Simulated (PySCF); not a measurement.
**A thermochemical cycle for KI**

PBE in PySCF with x2c-SVPall on every atom, spin-free X2C, for the lowest determinant that a PBE0 search found; no spin–orbit coupling. KI, a singlet (closed shell), has De = 3.31 eV to neutral atoms, and KI⁺, a doublet (π ↑), has De = 0.34 eV to K⁺ + I.

The adiabatic ionisation energy of KI, between the minima, is 7.41 eV.

Question: Which ionisation energy of the K atom does this level give?

Answer: IE(K) = IE(molecule) + De(ion) − De(neutral) = 7.41 + 0.34 − 3.31 = 4.44 eV; the measured value is 4.341 eV (NIST ASD).

Weak bonds: KI⁺. Basis-set superposition, not corrected here, can be much of De in a small basis, most of all at correlated wavefunction levels. Spin–orbit coupling is left out, which matters for elements this heavy, above all for dissociation energies. For an ion De counts to the pair picked by the measured ionisation energies or electron affinities, which need not be the lowest pair at this level. States were picked by a PBE0 search and need not be the measured ground states.
